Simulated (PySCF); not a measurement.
C₃H₉FSi.
InChI=1S/C3H9FSi/c1-3(2,4)5/h1-2,5H3

Method used: PBE0-D3(BJ)/def2-SVP geometry optimisation, gas phase (PySCF 2.14.0).

Masses are those of the commonest isotopes; rigid-rotor values at the optimised geometry. 

**Question.** What are A, B and C (GHz)?

**Answer.** Ia = 110.33, Ib = 176.07, Ic = 180.07 u·Å²; 505379 MHz·u·Å²/I gives 4581, 2870 and 2807 MHz, that is A = 4.5808, B = 2.8703, C = 2.8066 GHz.

**Question.** What kind of rotor is it?

**Answer.** A near-prolate asymmetric top. Ray's parameter κ = (2B − A − C)/(A − C) = -0.928; −1 is the prolate and +1 the oblate limit.

**Question.** What does the inertial defect say?

**Answer.** Not planar: Δ = Ic − Ia − Ib = -106.33 u·Å². For a rigid frame Δ = −2 Σ m c², so Σ m c² = 53.17 u·Å² lies off the ab plane: 10.03 from hydrogen and 43.14 from heavier atoms. The atom farthest from that plane is 1.77 Å away.

**Question.** Give the other two planar moments, Paa and Pbb, and the rms extents of the mass along the axes.

**Answer.** Paa = Σ m a² = (Ib + Ic − Ia)/2 = 122.91 and Pbb = Σ m b² = (Ia + Ic − Ib)/2 = 57.16 u·Å². With the mass M = 92.05 u, the rms extents √(P/M) along a, b and c are 1.16, 0.79, 0.76 Å.

**Question.** Give the coordinates in the principal-axis frame, origin at the centre of mass.

**Answer.** The sense of each axis is arbitrary; atoms in the order of the calculation.
| atom | mass (u) | a (Å) | b (Å) | c (Å) |
| --- | --- | --- | --- | --- |
| C1 | 12.000 | -0.966 | 1.251 | -0.702 |
| C2 | 12.000 | -0.390 | -0.001 | -0.070 |
| C3 | 12.000 | -0.961 | -1.267 | -0.680 |
| F4 | 18.998 | -0.754 | 0.012 | 1.288 |
| Si5 | 27.977 | 1.528 | 0.001 | -0.062 |
| H6 | 1.008 | -2.065 | 1.242 | -0.619 |
| H7 | 1.008 | -0.592 | 2.156 | -0.199 |
| H8 | 1.008 | -0.701 | 1.313 | -1.769 |
| H9 | 1.008 | -2.060 | -1.260 | -0.599 |
| H10 | 1.008 | -0.585 | -2.160 | -0.159 |
| H11 | 1.008 | -0.693 | -1.347 | -1.744 |
| H12 | 1.008 | 2.049 | -0.009 | -1.465 |
| H13 | 1.008 | 2.019 | 1.227 | 0.634 |
| H14 | 1.008 | 2.020 | -1.215 | 0.650 |

**Question.** List the rotational levels J(Ka,Kc) to J = 3 (MHz).

**Answer.** Above 0(0,0):
J = 1: 1(0,1) 5677, 1(1,1) 7387, 1(1,0) 7451
J = 2: 2(0,2) 17029, 2(1,2) 18677, 2(1,1) 18868, 2(2,1) 24000, 2(2,0) 24002
J = 3: 3(0,3) 34052, 3(1,3) 35611, 3(1,2) 35993, 3(2,2) 41030, 3(2,1) 41039, 3(3,1) 49743, 3(3,0) 49743
Those of J = 1 are B + C, A + C and A + B.

**Question.** Which types of transition are allowed, and where do some lines up to J = 3 fall?

**Answer.** The dipole components are |μa| = 0.18 D, |μb| = 0.00 D, |μc| = 1.67 D; the mirror of this Cs structure is the ac plane, so μb vanishes by symmetry (the 0.02 D computed is a residue) and there are no b-type lines. Intensities carry the squares of the components, which stand as 0.01 : 1.00 (a : c). Some lines, for components of 0.1 D or more:

```csv
type,branch,"J(Ka,Kc)",MHz,lower level (cm⁻¹)
c,Q,"2(1,2) ← 2(0,2)",1649,0.568
c,Q,"3(2,2) ← 3(1,2)",5037,1.201
a,R,"1(0,1) ← 0(0,0)",5677,0.000
c,R,"1(1,0) ← 0(0,0)",7451,0.000
a,R,"2(1,2) ← 1(1,1)",11290,0.246
a,R,"2(0,2) ← 1(0,1)",11352,0.189
a,R,"2(1,1) ← 1(1,0)",11417,0.249
c,R,"2(2,0) ← 1(1,0)",16551,0.249
a,R,"3(1,3) ← 2(1,2)",16934,0.623
a,R,"3(0,3) ← 2(0,2)",17024,0.568
a,R,"3(2,2) ← 2(2,1)",17031,0.801
a,R,"3(1,2) ← 2(1,1)",17125,0.629
c,R,"3(1,2) ← 2(0,2)",18965,0.568
c,R,"3(2,1) ← 2(1,1)",22171,0.629
```

**Question.** Estimate the classical rotational partition function at 25 K, 200 K and 500 K.

**Answer.** Point group Cs, symmetry number σ = 1; q = (√π/σ)·√((kT/h)³/(ABC)), k/h = 20836.6 MHz/K: 3470 at 25 K, 78500 at 200 K, 310000 at 500 K.

Not checked by PBE0-D3(BJ)/def2-SVP frequencies. These are rigid-rotor constants of the computed structure; measured ground-state constants (B0) also hold zero-point vibration. A rigid rotor knows nothing of internal rotation, which can split or shift real lines.

On one thread, Arm Neoverse V1 (aarch64), on a shared host, this took 38 s of wall time and 0.49 GiB of memory at its peak. These figures are those of the optimisation.
